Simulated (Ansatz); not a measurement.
`[BH2][SnH2][OH]` and `[OH][SnH2][SeH]` differ in one atom or group.

Ansatz, PBE0-D4/def2-TZVP geometries, multiplicity 1. Each molecule was computed in one conformer, which needn't be the lowest.

Elements past krypton have def2 core potentials. Scalar relativity is left out up to krypton.

```json
{"property": "LUMO energy (B3LYP/def2-TZVPP) / eV", "`[BH2][SnH2][OH]`": "-2.97"}
{"property": "HOMO energy (ωB97M-V/def2-TZVPP) / eV", "`[BH2][SnH2][OH]`": "-9.91"}
{"property": "HOMO–LUMO gap (ωB97M-V/def2-TZVPP) / eV", "`[BH2][SnH2][OH]`": "9.10"}
{"property": "HOMO–LUMO gap (PBE0/def2-TZVPP) / eV", "`[BH2][SnH2][OH]`": "4.94"}
{"property": "size of the dipole moment (ωB97M-V/def2-TZVPP) / D", "`[BH2][SnH2][OH]`": "2.42"}
{"property": "LUMO energy (ωB97M-V/def2-TZVPP) / eV", "`[BH2][SnH2][OH]`": "-0.81"}
```

Problem. Give the same properties after the change, and the shifts. (Estimate.)

Solution. Ansatz gave: 
```tsv
property	`[OH][SnH2][SeH]`	shift
LUMO energy (B3LYP/def2-TZVPP) / eV	-1.15	1.82
HOMO energy (ωB97M-V/def2-TZVPP) / eV	-9.38	0.53
HOMO–LUMO gap (ωB97M-V/def2-TZVPP) / eV	10.31	1.21
HOMO–LUMO gap (PBE0/def2-TZVPP) / eV	6.39	1.45
size of the dipole moment (ωB97M-V/def2-TZVPP) / D	0.76	-1.66
LUMO energy (ωB97M-V/def2-TZVPP) / eV	0.93	1.74
```

With PBE0 the HOMO rises by 0.48 eV and the LUMO rises by 1.92 eV, so the gap widens by about 1.44 eV. PBE moves the HOMO by 0.21 eV and ωB97M-V by 0.53 eV. The zero-point energy changes by -29.0 kJ/mol with -3 modes. Dipoles are sizes alone; their direction can turn.

B3LYP here is the variant with VWN-RPA as its local correlation; programs differ in this.

Spin–orbit coupling is left out; it splits and shifts lone-pair levels of the heavy atoms by tenths of an eV.
